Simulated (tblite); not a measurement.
Species: C₃H₅ClF₄Si.
Numbering: `[F:1][C@@H:2]([Cl:3])[SiH2:4][CH2:5][C:6]([F:7])([F:8])[F:9]` (hydrogens: H10 on C2; H11, H12 on Si4; H13, H14 on C5)

Structure used (GFN2-xTB), in Å, numbered top down from 1:
```xyz
14
C3H5ClF4Si angstrom
F      2.433    0.242   -1.034
C      2.269   -0.213    0.242
Cl     2.565    1.142    1.365
Si     0.466   -0.847    0.516
C     -0.639    0.654    0.111
C     -2.076    0.266    0.280
F     -2.430   -0.752   -0.524
F     -2.931    1.265    0.016
F     -2.351   -0.141    1.532
H      3.056   -0.949    0.415
H      0.354   -1.228    1.920
H      0.223   -1.929   -0.439
H     -0.500    0.994   -0.916
H     -0.440    1.497    0.774
```

Computed with GFN2-xTB (tblite): harmonic, unscaled wavenumbers at the GFN2-xTB geometry, gas phase. Errors from tens to a few hundred cm⁻¹ against measured bands are possible. Modes of hydrogen on silicon can be 10 to 20 % off. One conformer, not necessarily the lowest.

Harmonic wavenumbers (cm⁻¹): 25.4, 40.7, 73.1, 76.0, 119.5, 159.4, 300.2, 322.6, 328.2, 376.7, 465.1, 475.6, 480.3, 567.3, 576.2, 607.7, 718.5, 739.1, 745.9, 768.7, 778.2, 840.8, 970.7, 1028.3, 1040.7, 1140.7, 1161.1, 1186.4, 1245.0, 1256.6, 1418.7, 2297.5, 2328.0, 2948.5, 2997.3, 3001.8.

A = 2161, B = 529.0, C = 503.1 MHz; mass 179.979 u (most abundant isotopes); point group C1, symmetry number 1.

Zero-point energy?

½Σν̃ = 16803 cm⁻¹ = 48.04 kcal/mol.

Entropy at 298.15 K, 1 bar (ideal gas, RRHO, classical rotation)?

Translation 41.50, rotation 30.70, vibration 35.70: S = 107.9 cal/(mol K).

And Cp and H(298.15 K) − H(0)?

Cp = 39.75 cal/(mol K), of which vibrations give 31.80 (their classical limit is 36 R = 71.5); H(298.15 K) − H(0) = 7.48 kcal/mol without the zero-point energy, 5.11 from vibrations.

Blend soft modes into free rotors: weight 1/[1 + (100 cm⁻¹/ν̃)⁴] for the oscillator and the rest for a rotor with moment μB/(μ + B), μ = h/(8π²ν), B = 10⁻⁴⁴ kg m². What vibrational entropy results?

30.84 cal/(mol K) in place of 35.70, which changes −T·S at 298.15 K by +1.45 kcal/mol.

How do the functions run with temperature in this model?

```csv
T (K),S (cal/(mol K)),Cp (cal/(mol K)),H − H(0) (kcal/mol),G − H(0) (kcal/mol),ln q(vib)
100,76.8,20.3,1.49,-6.19,3.18
200,94.0,30.4,4.02,-14.77,6.42
300,108.1,39.9,7.56,-24.89,9.39
500,131.9,53.1,16.98,-48.99,14.90
800,159.4,63.3,34.62,-92.88,22.15
1000,174.0,67.3,47.71,-126.26,26.36
```

q(vib) and H(0) count from the zero-point level.

Hindered rotation and anharmonicity are outside this model. Other conformers, if any are populated, would add a mixing term that is left out. The structure is chiral; the term R ln 2 for an equal mix with its mirror image is left out.
